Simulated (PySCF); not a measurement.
MoO₂FBr, SMILES [O]=[Mo](=[O])([F])[Br], multiplicity 1.

The structure is a stationary point at B3LYP-D3(BJ)/def2-SVP. The multiplicity is an assumed one; no other spin state was optimised. The structure was generated by enumeration; whether it is a known compound was not checked. The def2 effective core potentials stand for the cores of Mo; spin–orbit coupling is left out.

Calculation: PBE/def2-TZVP (PySCF).

The molecule is in vacuum.

| Property | Result |
|---|---|
| total energy | -2892.39938 hartree |
| point group | Cs |
| highest occupied level | -8.11 eV |
| lowest empty level | -4.35 eV |
| orbital gap | 3.76 eV |
| dipole moment | 1.26 D |
| quadrupole, principal values (traceless, Buckingham form, about the centre of nuclear charge) | -1.64, -1.25, 2.90 D·Å |
| mean static polarisability | 62.7 bohr³ (9.29 Å³) |
| polarisability, principal values | 51.9, 56.2, 79.9 bohr³ |
